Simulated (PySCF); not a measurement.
C₃H₆NSSi (doublet state).
Atom-mapped SMILES: `[CH2:1]=[CH:2]/[CH:3]=[N:4]/[SiH:5][SH:6]` (hydrogens: H7, H8 on C1; H9 on C2; H10 on C3; H11 on Si5; H12 on S6)

Cartesian coordinates in Å at the GFN2-xTB level; atoms count from 1:
```xyz
12
C3H6NSSi angstrom
C     -2.7696    0.1237   -0.0687
C     -1.4646    0.4249   -0.2534
C     -0.4036   -0.4137    0.1232
N      0.8547   -0.0411   -0.0949
Si     2.3536   -0.6361    0.1530
S      3.8422    0.7135   -0.5689
H     -3.5524    0.7938   -0.3734
H     -3.0702   -0.8025    0.3904
H     -1.1915    1.3634   -0.7166
H     -0.6371   -1.3655    0.5916
H      3.0528   -1.7822    0.6956
H      2.9869    1.6212   -1.0069
```

The hyperfine couplings belong to this conformer and change with its torsions.

The calculation used UKS B3LYP, pcH-1 on C H N S Si, non-relativistic, mean-field spin-orbit, GIAO (PySCF). Isolated species at its GFN2-xTB geometry (one conformer only). A GFN2-xTB geometry isn't a minimum of the functional, and hyperfine couplings can be far from their values at a DFT geometry, by a factor of two or more for some ions and for spin on atoms past the first row. The SCF solution wasn't tested for stability. ⟨S²⟩ is 0.781 where a pure state has 0.75.

Problem. Break the g tensor into its mass correction, gauge correction and orbital-Zeeman/spin–orbit terms.

Solution. 
| Δg (ppm) | 1 | 2 | 3 |
| --- | --- | --- | --- |
| relativistic mass correction | -142 | -142 | -142 |
| gauge correction | -3 | 32 | 36 |
| orbital Zeeman/spin–orbit | -139 | 811 | 5015 |
| total | -284 | 701 | 4909 |

So g = 2.00204, 2.00302, 2.00723 and g_iso = 2.00409; the tensor is rhombic: the two nearest values differ by 19 % of g3 − g1. Axes: g1 is normal to the molecular plane, g2 points within 12° of the Si5–S6 bond and g3 points within 9° of the C2–C3 bond.

Problem. How much does each term add to the isotropic shift?

Solution. The orbital-Zeeman/spin–orbit term 1896, the mass correction -142 and the gauge correction 21 ppm, for a total of 1775 ppm. The orbital-Zeeman/spin–orbit term is the largest in size. The mass correction is the same along every axis, so the anisotropy comes from the other two: their spans along these axes are 39 (gauge) and 5154 ppm (orbital Zeeman/spin–orbit).

Problem. What effective moment and Curie constant follow for a powder?

Solution. With the mean of g² = 4.0164 and S(S+1) = 0.75: μ_eff = √(⟨g²⟩S(S+1)) = 1.736 μB and χT = 0.12505·⟨g²⟩·S(S+1) = 0.377 cm³ K/mol (cgs; spin-Hamiltonian part alone).

Problem. In a frozen sample, at which fields do the three g values resonate at 9.5, 34, 94 and 263 GHz (hyperfine left aside), and which band first spreads them over more than twice a line width of 1.0 mT?

Solution. 
```
band    GHz  B(g3) mT  B(g2) mT  B(g1) mT  spread mT
   X    9.5    338.15    338.87    339.03       0.88
   Q   34.0   1210.24   1212.78   1213.38       3.14
   W   94.0   3345.95   3352.98   3354.63       8.68
   J  263.0   9361.54   9381.21   9385.83      24.28
```

The spread grows in proportion to the frequency. Q band is the first where it exceeds 2.0 mT.

The largest Mulliken spin populations are on Si5 (+0.51), C3 (+0.43), C1 (+0.41) and C2 (-0.18). Three atoms exceed +0.15. The angles at Si5 add up to 360.0°, so it is planar; its axial dipolar tensor and the negative coupling of its proton fit spin in a p orbital normal to that plane.

The HOMO–LUMO gaps are 3.19 eV among the α and 4.72 eV among the β orbitals.
